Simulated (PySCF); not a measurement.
C2H7AlS. Atoms are numbered in the order given.

```xyz
11

Al    -0.2889     0.2421    -0.1688
C     -1.9993    -0.5751    -0.6764
H     -2.0410    -1.6611    -0.4574
H     -2.1958    -0.4403    -1.7619
H     -2.8440    -0.0890    -0.1422
C      0.1292     2.1460    -0.4229
H      0.0709     2.4155    -1.4997
H      1.1348     2.4367    -0.0575
H     -0.6175     2.7822     0.0997
S      1.2075    -1.1169     0.7319
H      2.1497    -0.1464     0.8980
```

The structure is a stationary point at PBE-D3(BJ)/def2-SVP. The structure was generated by enumeration; whether it is a known compound was not checked. The values are those of a single conformer.

The numbers are results of PBE-D3(BJ)/def2-SVP (PySCF), not measurements.

Frequencies are harmonic and unscaled.

```csv
mode,ν (cm⁻¹),IR (km/mol),moving atoms (share of kinetic energy)
1,20,0.0,H 98 %
2,47,0.0,H 96 %
3,145,4.6,"C 36 %, H 24 %, S 22 %, Al 17 %"
4,155,4.3,"C 42 %, H 33 %, S 14 %, Al 11 %"
5,168,5.7,"Al 54 %, H 30 %, C 12 %"
6,286,16.4,H 97 %
7,421,11.5,"S 43 %, C 29 %, Al 17 %, H 12 %"
8,562,6.0,"H 88 %, C 9 %"
9,570,0.5,"H 84 %, C 16 %"
10,592,27.6,"C 42 %, Al 28 %, H 26 %"
11,616,9.8,"H 59 %, C 27 %, Al 10 %"
12,655,61.1,"H 70 %, C 20 %, Al 10 %"
13,719,92.0,"H 40 %, Al 36 %, C 23 %"
14,727,153.6,"H 60 %, C 21 %, Al 18 %"
15,1164,29.2,"H 79 %, C 21 %"
16,1165,12.4,"H 80 %, C 19 %"
17,1370,0.0,H 95 %
18,1371,0.6,H 95 %
19,1377,1.2,H 96 %
20,1382,5.0,H 96 %
21,2618,1.6,H 97 %
22,2961,3.0,H 97 %
23,2963,2.3,H 97 %
24,3048,1.4,"H 91 %, C 9 %"
25,3050,6.7,"H 91 %, C 9 %"
26,3072,6.0,"H 91 %, C 9 %"
27,3075,3.8,"H 91 %, C 9 %"
```
